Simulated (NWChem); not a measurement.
Everything below was run with NWChem. System: iodoethane (C₂H₅I), charge 0, spin multiplicity 1, at a geometry optimised with B3LYP/def2-SVP with def2 effective core potentials on I. Level: PBE/def2-SVPD with def2 effective core potentials on I.

NWChem printed:

```
             Northwest Computational Chemistry Package (NWChem) 7.3.0
             --------------------------------------------------------

                                NWChem Input Module
                                -------------------

 Scaling coordinates for geometry "geometry" by  1.889725989
 (inverse scale =  0.529177249)

 Turning off AUTOSYM since
 SYMMETRY directive was detected!

                             Geometry "geometry" -> ""
                             -------------------------

 Output coordinates in angstroms (scale by  1.889725989 to convert to a.u.)

  No.       Tag          Charge          X              Y              Z
 ---- ---------------- ---------- -------------- -------------- --------------
    1 C                    6.0000     2.44990300     0.38884700     0.00000000
    2 C                    6.0000     1.12105700     1.11735000     0.00000000
    3 I                   53.0000    -0.59961300    -0.24808900     0.00000000
    4 H                    1.0000     2.56830600    -0.24537600     0.89136600
    5 H                    1.0000     3.26870100     1.13059600     0.00000000
    6 H                    1.0000     2.56830600    -0.24537600    -0.89136600
    7 H                    1.0000     0.97420400     1.73583800     0.89423500
    8 H                    1.0000     0.97420400     1.73583800    -0.89423500

 Effective nuclear repulsion energy (a.u.)     212.0429688535

            Nuclear Dipole moment (a.u.)
            ----------------------------
        X                 Y               Z
 ---------------- ---------------- ----------------
    -0.0000151178    -0.0000283459     0.0000000000

      Symmetry information
      --------------------

 Group name             Cs
 Group number              2
 Group order               2
 No. of unique centers     6

      Symmetry unique atoms

     1    2    3    4    5    7


 Summary of "ao basis" -> "" (spherical)
 ------------------------------------------------------------------------------
       Tag                 Description            Shells   Functions and Types
 ---------------- ------------------------------  ------  ---------------------
 *                         def2-svpd                  on all atoms

 Summary of "ao basis" -> "ao basis" (spherical)
 ------------------------------------------------------------------------------
       Tag                 Description            Shells   Functions and Types
 ---------------- ------------------------------  ------  ---------------------
 C                         def2-svpd                 8       20   4s2p2d
 I                         def2-svpd                13       35   5s5p3d
 H                         def2-svpd                 4        8   2s2p

 Summary of "ao basis" -> "ao basis" (spherical)
 ------------------------------------------------------------------------------
       Tag                 Description            Shells   Functions and Types
 ---------------- ------------------------------  ------  ---------------------
 C                         def2-svpd                 8       20   4s2p2d
 I                         def2-svpd                13       35   5s5p3d
 H                         def2-svpd                 4        8   2s2p

      Symmetry analysis of basis
      --------------------------

        a'         74
        a"         41

            General Information
            -------------------
          SCF calculation type: DFT
          Wavefunction type:  closed shell.
          No. of atoms     :     8
          No. of electrons :    42
           Alpha electrons :    21
            Beta electrons :    21
          Charge           :     0
          Spin multiplicity:     1
          Use of symmetry is: on ; symmetry adaption is: on
          Maximum number of iterations: 100
          AO basis - number of functions:   115
                     number of shells:    49
          Convergence on energy requested:  1.00D-06
          Convergence on density requested:  1.00D-05
          Convergence on gradient requested:  5.00D-04

              XC Information
              --------------
          PerdewBurkeErnzerhof Exchange Functional  1.000
[...]
------------------------------------------------------------

   convergence    iter        energy       DeltaE   RMS-Dens  Diis-err    time
 ---------------- ----- ----------------- --------- --------- ---------  ------
 d= 0,ls=0.0,diis     1   -371.8731549835 -4.91D+02  3.56D+01  5.94D+00     5.1
 d= 0,ls=0.5,diis     2   -369.4538176713  2.42D+00  2.61D-02  2.87D+01     5.6
 d= 0,ls=0.5,diis     3   -373.9536006345 -4.50D+00  1.28D-02  1.39D+01     6.2
 d= 0,ls=0.5,diis     4   -375.4869507953 -1.53D+00  1.47D-02  5.70D+00     6.9
 d= 0,ls=0.5,diis     5   -376.3324902910 -8.46D-01  8.73D-03  1.54D+00     7.6
 d= 0,ls=0.5,diis     6   -376.6245563661 -2.92D-01  5.14D-03  3.54D-01     8.1
 d= 0,ls=0.5,diis     7   -376.7086016793 -8.40D-02  2.33D-03  7.68D-02     8.6
  Resetting Diis
 d= 0,ls=0.5,diis     8   -376.7288928789 -2.03D-02  1.36D-03  2.62D-02     9.1
 d= 0,ls=0.5,diis     9   -376.7368148250 -7.92D-03  1.15D-03  9.27D-03     9.7
 d= 0,ls=0.5,diis    10   -376.7403681016 -3.55D-03  6.98D-04  2.33D-03    10.2
 d= 0,ls=0.5,diis    11   -376.7412620581 -8.94D-04  3.97D-04  6.67D-04    10.7
 d= 0,ls=0.5,diis    12   -376.7415563011 -2.94D-04  2.19D-04  2.75D-04    11.2
 d= 0,ls=0.5,diis    13   -376.7416783578 -1.22D-04  1.30D-04  1.33D-04    11.7
 d= 0,ls=0.5,diis    14   -376.7417316454 -5.33D-05  7.70D-05  6.34D-05    12.2
 d= 0,ls=0.5,diis    15   -376.7417561035 -2.45D-05  4.93D-05  2.86D-05    12.8
 d= 0,ls=0.5,diis    16   -376.7417667627 -1.07D-05  3.20D-05  1.33D-05    13.2
 d= 0,ls=0.5,diis    17   -376.7417716187 -4.86D-06  2.09D-05  5.88D-06    13.8
 d= 0,ls=0.5,diis    18   -376.7417737021 -2.08D-06  1.41D-05  2.85D-06    14.4
 d= 0,ls=0.5,diis    19   -376.7417746560 -9.54D-07  9.50D-06  1.42D-06    14.9

         Total DFT energy =     -376.741775102111
      One electron energy =     -860.638630143717
           Coulomb energy =      399.251852382337
    Exchange-Corr. energy =      -34.741832227376
 Nuclear repulsion energy =      119.386834886646

 Numeric. integr. density =       41.999997378270

     Total iterative time =     14.1s

                  Occupations of the irreducible representations
                  ----------------------------------------------

                     irrep           alpha         beta
                     --------     --------     --------
                     a'               15.0         15.0
                     a"                6.0          6.0

                       DFT Final Molecular Orbital Analysis
                       ------------------------------------

 Vector   19  Occ=2.000000D+00  E=-2.996199D-01  Symmetry=a'
              MO Center=  7.1D-01,  3.4D-01, -7.9D-16, r^2= 4.0D+00
   Bfn.  Coefficient  Atom+Function         Bfn.  Coefficient  Atom+Function
  ----- ------------  ---------------      ----- ------------  ---------------
    52      0.337871  3 I  px                53      0.278463  3 I  py
    26     -0.248641  2 C  py                84      0.232942  5 H  s
    55      0.203371  3 I  px                25     -0.196052  2 C  px
    23      0.181648  2 C  s                  6      0.178954  1 C  py
    24     -0.166540  2 C  s                 56      0.161942  3 I  py

 Vector   20  Occ=2.000000D+00  E=-2.243577D-01  Symmetry=a'
              MO Center= -5.1D-01, -2.0D-01,  2.0D-15, r^2= 2.4D+00
   Bfn.  Coefficient  Atom+Function         Bfn.  Coefficient  Atom+Function
  ----- ------------  ---------------      ----- ------------  ---------------
    53      0.473876  3 I  py                56      0.396555  3 I  py
    52     -0.383974  3 I  px                55     -0.317023  3 I  px
    50     -0.190783  3 I  py                47     -0.154415  3 I  py
    49      0.154748  3 I  px                46      0.125254  3 I  px
     3      0.098752  1 C  s                  5     -0.092484  1 C  px

 Vector   21  Occ=2.000000D+00  E=-2.230374D-01  Symmetry=a"
              MO Center= -5.2D-01, -1.8D-01, -2.0D-15, r^2= 2.3D+00
   Bfn.  Coefficient  Atom+Function         Bfn.  Coefficient  Atom+Function
  ----- ------------  ---------------      ----- ------------  ---------------
    54      0.608906  3 I  pz                57      0.507858  3 I  pz
    51     -0.245058  3 I  pz                48     -0.198330  3 I  pz
   101     -0.108250  7 H  s                109      0.108250  8 H  s
    27     -0.103039  2 C  pz               100     -0.095876  7 H  s
   108      0.095876  8 H  s                 77      0.062990  4 H  s

 Vector   22  Occ=0.000000D+00  E=-7.026026D-02  Symmetry=a'
              MO Center= -2.7D-02,  1.6D-01, -5.5D-14, r^2= 4.6D+00
   Bfn.  Coefficient  Atom+Function         Bfn.  Coefficient  Atom+Function
  ----- ------------  ---------------      ----- ------------  ---------------
    55      0.424137  3 I  px                23     -0.341717  2 C  s
    56      0.342050  3 I  py                25      0.325413  2 C  px
    29      0.320010  2 C  py                52      0.296362  3 I  px
    24      0.277085  2 C  s                 28      0.274902  2 C  px
    22     -0.267710  2 C  s                 26      0.267197  2 C  py

 Vector   23  Occ=0.000000D+00  E=-1.469924D-03  Symmetry=a'
              MO Center=  1.2D+00,  7.2D-01, -8.7D-14, r^2= 9.7D+00
   Bfn.  Coefficient  Atom+Function         Bfn.  Coefficient  Atom+Function
  ----- ------------  ---------------      ----- ------------  ---------------
     4      1.866598  1 C  s                  3      1.407641  1 C  s
    45      1.074318  3 I  s                 77     -1.049678  4 H  s
    93     -1.049678  6 H  s                 23      0.904875  2 C  s
   101     -0.782985  7 H  s                109     -0.782985  8 H  s
    44     -0.728086  3 I  s                 85     -0.701678  5 H  s

 Vector   24  Occ=0.000000D+00  E= 2.308667D-02  Symmetry=a'
              MO Center=  7.3D-01,  4.9D-01, -1.5D-15, r^2= 1.3D+01
   Bfn.  Coefficient  Atom+Function         Bfn.  Coefficient  Atom+Function
  ----- ------------  ---------------      ----- ------------  ---------------
     4      2.002335  1 C  s                 24     -1.471720  2 C  s
     3      0.938300  1 C  s                 85     -0.840169  5 H  s
    77     -0.678333  4 H  s                 93     -0.678333  6 H  s
   101      0.621854  7 H  s                109      0.621854  8 H  s
    23     -0.592798  2 C  s                 58      0.575421  3 I  px

 center of mass
 --------------
 x =  -0.27635686 y =  -0.11227068 z =   0.00000000

 moments of inertia (a.u.)
 ------------------
         124.103435994971        -178.011612682572           0.000000000000
        -178.011612682572         566.319697176404           0.000000000000
           0.000000000000           0.000000000000         667.473129647079

     Multipole analysis of the density
     ---------------------------------

     L   x y z        total         alpha         beta         nuclear
     -   - - -        -----         -----         ----         -------
     0   0 0 0     -0.000000    -21.000000    -21.000000     42.000000

     1   1 0 0      0.685345    -15.520780    -15.520780     31.726904
     1   0 1 0      0.434037     -6.346451     -6.346451     13.126938
     1   0 0 1     -0.000000     -0.000000     -0.000000      0.000000

     2   2 0 0    -28.582798   -154.127313   -154.127313    279.671827
     2   1 1 0      1.825393    -39.739830    -39.739830     81.305054
     2   1 0 1     -0.000000     -0.000000     -0.000000      0.000000
     2   0 2 0    -29.519676    -45.759667    -45.759667     61.999658
     2   0 1 1      0.000000      0.000000      0.000000      0.000000
     2   0 0 2    -30.913172    -21.149539    -21.149539     11.385907

 Task  times  cpu:       15.3s     wall:       15.3s

 Total times  cpu:       15.4s     wall:       15.4s
```

**Question.** Write an NWChem input that would produce this output.

**Answer.** This is not unique; one that fits is 
```
start mol
memory heap 200 mb stack 900 mb global 1100 mb
geometry units angstroms nocenter noautoz
  C      2.449903     0.388847     0.000000
  C      1.121057     1.117350     0.000000
  I     -0.599613    -0.248089     0.000000
  H      2.568306    -0.245376     0.891366
  H      3.268701     1.130596     0.000000
  H      2.568306    -0.245376    -0.891366
  H      0.974204     1.735838     0.894235
  H      0.974204     1.735838    -0.894235
  symmetry group Cs
end
basis spherical
  * library def2-svpd
end
ecp
  I library def2-ecp
end
dft
  xc xpbe96 cpbe96
  semidirect memsize 60000000 filesize 0
  iterations 100
end
task dft energy
```
